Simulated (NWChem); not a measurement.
System: SiN2H5Br; SMILES N[SiH](N)Br

```xyz
9

Si     0.0180    -0.9373     0.3940
N     -1.4739    -1.4599    -0.2647
N      1.2600    -1.8781    -0.3130
Br     0.0434     1.2758    -0.0460
H      0.2411    -1.0140     1.8643
H     -2.2747    -0.8410    -0.2912
H     -1.7369    -2.4382    -0.2272
H      1.3174    -1.9633    -1.3224
H      2.1778    -1.9086     0.1166
```
Atoms are numbered in this order, from 1.

Structure relaxed at the PBE0/def2-SVP level.

### Question
List the 4 lowest vertical singlet excitations from PBE0/def2-SVPD, TDA (NWChem).

### Answer
| state | energy (eV) | oscillator strength | leading excitation (squared amplitude) |
|---|---|---|---|
| S1 | 6.90 | 0.026 | HOMO → LUMO (0.63) |
| S2 | 6.97 | 0.035 | HOMO−1 → LUMO (0.55) |
| S3 | 7.15 | 0.040 | HOMO → LUMO+1 (0.72) |
| S4 | 7.27 | 0.028 | HOMO−1 → LUMO+1 (0.77) |
